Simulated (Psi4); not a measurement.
Pair of molecules, SMILES Cl with SMILES C (the first has 2 atoms); geometry from B3LYP-D3(BJ)/def2-TZVP, rigid monomers moved along the line of their centres of mass till H2···C3 is 2.27 Å.
(charge 0, multiplicity 1):
```xyz
7

Cl    -0.413    -0.347    -0.482
H     -0.291    -0.243     0.791
C     -0.068    -0.050     3.038
H     -0.999     0.426     2.727
H      0.033     0.042     4.118
H     -0.084    -1.106     2.771
H      0.779     0.442     2.559
```

Level of theory: SAPT0/jun-cc-pV(D+d)Z (Psi4).

### Question
Give the four SAPT terms and the total, and say what mostly holds the pair together.

### Answer
electrostatics -7.1, exchange 20.0, induction -5.3, dispersion -6.8, total 0.8 kJ/mol; the largest attraction is electrostatics.
